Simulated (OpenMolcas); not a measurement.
Rh2+ (d7) among equal point charges was computed by CASSCF with the d shell active (OpenMolcas, ANO-RCC-VTZP on the metal). Its lowest spin-free states, and all those of the highest spin:

| 2S+1 | Degeneracy | E (cm-1) |
| --- | --- | --- |
| 4 | 1 | 0.0 |
| 4 | 2 | 291.7 |
| 4 | 1 | 4025 |
| 4 | 2 | 4374 |
| 4 | 1 | 9130 |
| 2 | 1 | 12528 |
| 2 | 1 | 13489 |
| 2 | 1 | 15561 |
| 2 | 2 | 15942 |
| 2 | 2 | 16204 |
| 2 | 1 | 16517 |
| 4 | 2 | 16710 |
| 4 | 1 | 17916 |

Is the site octahedral, tetrahedral or cube-like, axial, or of lower symmetry?

The states with 2S+1 = 4 have orbital degeneracies 1, 2, 1, 2, 1, 2, 1. There are pairs but no triples, so the site is axial: not cubic, but with a proper or improper axis of order three or more. The run had Rh2+ among 6 point charges of -1 e arranged as a tetragonal octahedron (D4h), 2.04 Å from the ion, with the axial distance 2.122 Å.

Spin-orbit coupling mixes the spin-free states strongly: the lowest level takes only 53 % from its leading state, 4E, which lies 292 cm-1 above the lowest spin-free state. Without dynamic correlation the repulsion within the d shell is too large (B by tens of per cent), so at a given field states of lower spin stand too high. Point charges give a weaker field than real ligands, and real ions of this kind are as a rule low spin; the high spin found here belongs to the model. Point charges carry no covalency, so the field is a model and not that of real ligands. No measured value stands beside these numbers.
